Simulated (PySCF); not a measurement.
Delta-SCF ions had no search for a lower state. Excitations are Tamm–Dancoff values on a coarser integration grid. The basis has no diffuse functions, so Rydberg states are missing or too high.

## CH2B2O, SMILES `C1=BB1O` (H–O–B–C torsion 0°) (charge 0, multiplicity 1)

Method: PySCF with r2SCAN-D4/def2-TZVP.

The HOMO is -6.79 eV, the dipole moment is 2.89 D and the LUMO comes out as -2.83 eV. The HOMO–LUMO gap comes out as 3.95 eV. The S1 excitation (TDA) comes out as 4.07 eV. The S1 oscillator strength is 0.006 and the brightest of the four lowest singlets (TDA) is 6.10 eV. The T1 excitation (TDA) is 2.53 eV, the S1–T1 gap (TDA) is 1.54 eV and the vertical ionisation energy (Delta-SCF) is 9.93 eV. The total energy comes out as -4466.26 eV and the cost is about 4 core-minutes (a rough figure).

```xyz
6

O      1.6235     0.1051     0.0337
B      0.3570     0.5139     0.0165
B     -0.9903     1.2482     0.0037
C     -1.1522    -0.1057    -0.0243
H      1.7762    -0.8462     0.0201
H     -1.4574    -1.1401    -0.0493
```
